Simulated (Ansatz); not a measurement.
Reaction (SMILES): O=BF → B atom + F atom + O atom
B3LYP-D3(BJ)/def2-TZVP geometries, fixed; electronic energies without zero-point terms.

Core correlation in the atomisation energy at MP2 with Ansatz (a first-principles code), in kcal/mol: frozen core against all electrons. Open shells are unrestricted. Costs are rough ratios of core time on shared machines of one kind.

```tsv
basis	functions, most	frozen core
cc-pVDZ	42	347.27
cc-pCVDZ	54	348.21
cc-pVTZ	90	370.11
cc-pCVTZ	129	370.47
cc-pwCVTZ	129	371.27
cc-pVQZ	165	376.72
cc-pCVQZ	252	376.73
cc-pwCVQZ	252	376.94
```

### Question
How large is the core term in each set?

### Answer
The largest core-valence set, cc-pwCVQZ, gives a core term of 1.71 kcal/mol; the valence set cc-pVQZ, which lacks functions for the core, gives 3.46. By row: cc-pVDZ 0.97, cc-pCVDZ 0.81, cc-pVTZ 5.40, cc-pCVTZ 1.21, cc-pwCVTZ 1.49, cc-pVQZ 3.46, cc-pCVQZ 1.60, cc-pwCVQZ 1.71.
